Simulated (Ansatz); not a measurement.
C2H7OSi (`CC[SiH]O`) radical, relaxed with UKS PBE0-D4/def2-TZVP in the Gaussian-basis code of Ansatz from a PBE-D4/def2-SVP geometry. The force threshold is 0.005 eV/Å; the program also tests the step.

Total charge 0; spin multiplicity 2.

Start:

```xyz
11

C     0.039   -0.224   -1.631
C    -0.569    0.174   -0.281
Si    0.701    0.334    1.117
O    -0.206    0.528    2.535
H    -0.741   -0.354   -2.410
H     0.751    0.542   -2.003
H     0.597   -1.182   -1.562
H    -1.308   -0.584    0.067
H    -1.131    1.130   -0.360
H     1.546   -0.935    1.177
H     0.322    0.571    3.352
```

Question: How much energy does the relaxation release, and in how many steps? (Estimate.)

Answer: Ansatz gave: 5.82 kJ/mol, in 6 steps.

Question: Which bonds change most? (Best estimate.)

Answer: Ansatz gave: Si3–O4 from 1.695 to 1.657 Å; C2–Si3 from 1.896 to 1.873 Å; Si3–H10 from 1.526 to 1.504 Å; C2–H8 from 1.114 to 1.097 Å.

Question: Give the relaxed structure. (An estimate is asked.)

Answer: Computed: 
```xyz
11

C     0.042   -0.213   -1.621
C    -0.576    0.152   -0.275
Si    0.687    0.307    1.099
O    -0.165    0.566    2.497
H    -0.723   -0.328   -2.393
H     0.741    0.554   -1.963
H     0.594   -1.155   -1.566
H    -1.298   -0.610    0.042
H    -1.134    1.091   -0.344
H     1.498   -0.953    1.208
H     0.334    0.589    3.315
```
